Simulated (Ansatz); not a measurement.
Program: Ansatz. Geometries: PBE0-D4/def2-TZVP. ΔE: electronic, gas phase. CBS: MP2 limit from def2 TZ/QZ plus the TZ coupled-cluster correction, frozen cores. This one scheme is used for every species. DFT in def2-TZVPP. B3LYP here is the variant with VWN-RPA as its local correlation; programs differ in this. HSE06 is defined as in plane-wave codes. One conformer a species, not always the lowest.

`C[CH2][AlH][AlH2]` + `O[SiH3]` → `C[CH2][AlH][O][SiH3]` + `[AlH3]`  (cleavage of the Al–Al bond)

```tsv
level	ΔE (kcal/mol)	difference from CCSD(T)/CBS
LDA (SPW92)	-34.7	5.0
revPBE-D4	-34.7	5.0
BLYP-D4	-40.5	-0.8
r2SCAN-D4	-39.7	0.0
B97M-V	-42.9	-3.2
PBE0-D4	-35.7	4.0
B3LYP-D4	-41.2	-1.5
r2SCANh-D4	-39.8	-0.1
r2SCAN0-D4	-39.9	-0.2
BHLYP-D4	-42.9	-3.2
CAM-B3LYP-D4	-42.8	-3.1
ωB97X-V	-39.8	-0.1
ωB97M-V	-42.1	-2.4
PBE-QIDH	-38.5	1.2
PBE	-33.4	6.3
revPBE	-32.8	6.9
BLYP	-38.9	0.8
r2SCAN	-39.4	0.3
PBE0	-34.9	4.8
B3LYP	-40.0	-0.3
r2SCANh	-39.5	0.2
r2SCAN0	-39.6	0.1
HSE06	-34.8	4.9
BHLYP	-42.1	-2.4
CAM-B3LYP	-42.0	-2.3
LC-ωPBE	-38.2	1.5
RPA@PBE/def2-TZVPP	-39.0	0.7
MP2/def2-SVP	-44.6	-4.9
CCSD/def2-SVP	-42.3	-2.6
CCSD(T)/def2-SVP	-42.0	-2.3
HF/def2-TZVPP	-43.3	-3.6
MP2/def2-TZVPP	-42.3	-2.6
CCSD/def2-TZVPP	-40.0	-0.3
CCSD(T)/def2-TZVPP	-39.5	0.2
HF/def2-QZVPP	-43.9	-4.2
MP2/def2-QZVPP	-42.7	-3.0
SCS-MP2/def2-QZVPP	-42.8	-3.1
HF/CBS(def2)	-43.9	-4.2
MP2/CBS(def2)	-42.6	-2.9
CCSD/CBS(def2)	-40.2	-0.5
CCSD(T)/CBS	-39.7	0
```

Largest T1 diagnostic among the species: 0.011.

Leaving LDA and LC-ωPBE aside and taking each functional with its dispersion term where it has one, the values, not all of them listed here, spread over 8.8 kcal/mol, from B97M-V to PBE-D4. LDA lies −1.3 kcal/mol from PBE without D4. In def2-TZVPP, CCSD(T) changes the Hartree–Fock value by +3.8 kcal/mol (the triples alone add +0.4 kcal/mol) and MP2 by +0.9 kcal/mol.
